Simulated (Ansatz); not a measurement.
Consider the hydrogenolysis of the Si–F bond: `N[Si](O)(F)Br` + H₂ → `N[SiH](O)Br` + H–F.

Calculated with Ansatz (gas phase, PBE0-D4/def2-TZVP geometries, no zero-point term in ΔE). CCSD(T)/CBS adds triple-zeta CCSD(T) − MP2 to the extrapolated MP2 energy (def2 sets, frozen cores). This one scheme is used for every species. Functionals use def2-TZVPP. B3LYP here is the variant with VWN-RPA as its local correlation; programs differ in this. HSE06 is defined as in plane-wave codes. For Br outer-core shells are correlated without core-valence functions, which leaves a few kJ/mol of doubt a bond. Scalar relativity is left out up to krypton. Each species was taken in one conformer, which may not be the lowest.

`N[Si](O)(F)Br`:

Cartesian coordinates in Å:
```
N -1.175 -0.320 0.101
Si 0.363 0.358 -0.090
O 1.519 -0.778 -0.080
F 0.306 1.153 -1.462
Br 0.990 1.808 1.446
H -1.382 -0.871 0.918
H -1.983 0.199 -0.204
H 1.361 -1.550 -0.629
```

H₂:

```xyz
2

H    -0.134    0.291   -0.191
H     0.134   -0.291    0.191
```

`N[SiH](O)Br`:

Cartesian coordinates in Å:
```
N 0.820 -0.827 0.346
Si -0.447 0.083 -0.328
O -1.053 1.150 0.747
Br 0.465 1.077 -2.100
H 1.600 -1.124 -0.215
H 0.673 -1.419 1.147
H -1.636 -0.652 -0.800
H -0.421 1.711 1.203
```

H–F:

```xyz
2

F    -0.352   -0.194    0.224
H     0.352    0.194   -0.224
```

```tsv
level	ΔE (kJ/mol)	difference from CCSD(T)/CBS
LDA (SPW92)	127.1	-2.7
PBE-D4	125.0	-4.8
revPBE-D4	127.3	-2.5
BLYP-D4	134.3	4.5
r2SCAN-D4	140.2	10.4
B97M-V	141.1	11.3
PBE0-D4	124.9	-4.9
B3LYP-D4	133.6	3.8
r2SCANh-D4	138.6	8.8
r2SCAN0-D4	136.4	6.6
CAM-B3LYP-D4	135.6	5.8
ωB97X-V	132.1	2.3
ωB97M-V	134.0	4.2
B2PLYP	132.1	2.3
PBE-QIDH	127.9	-1.9
PBE	122.5	-7.3
revPBE	119.9	-9.9
BLYP	128.7	-1.1
r2SCAN	139.6	9.8
PBE0	122.8	-7.0
B3LYP	129.5	-0.3
r2SCANh	138.0	8.2
HSE06	122.5	-7.3
BHLYP	132.3	2.5
CAM-B3LYP	133.5	3.7
LC-ωPBE	127.2	-2.6
RPA@PBE/def2-TZVPP	127.8	-2.0
MP2/def2-SVP	125.2	-4.6
CCSD/def2-SVP	118.8	-11.0
CCSD(T)/def2-SVP	120.1	-9.7
HF/def2-TZVPP	131.1	1.3
MP2/def2-TZVPP	132.2	2.4
SCS-MP2/def2-TZVPP	131.5	1.7
CCSD/def2-TZVPP	128.6	-1.2
CCSD(T)/def2-TZVPP	129.7	-0.1
HF/def2-QZVPP	132.8	3.0
MP2/def2-QZVPP	132.9	3.1
SCS-MP2/def2-QZVPP	132.1	2.3
HF/CBS(def2)	133.1	3.3
MP2/CBS(def2)	132.3	2.5
CCSD(T)/CBS	129.8	0
```

Largest T1 diagnostic among the species: 0.009.

At CCSD(T), def2-SVP lies −9.7 kJ/mol from the extrapolated value and def2-TZVPP −0.1 kJ/mol. From r2SCAN to r2SCAN0 (25 % exact exchange), in def2-TZVPP and without D4, ΔE moves by −3.8 kJ/mol. The D4 term adds +4.1 kJ/mol with B3LYP and +2.1 kJ/mol with PBE0; it sums over pairs of atoms, weighted by their polarisabilities, and B3LYP, whose exchange is more repulsive, gets the larger term.
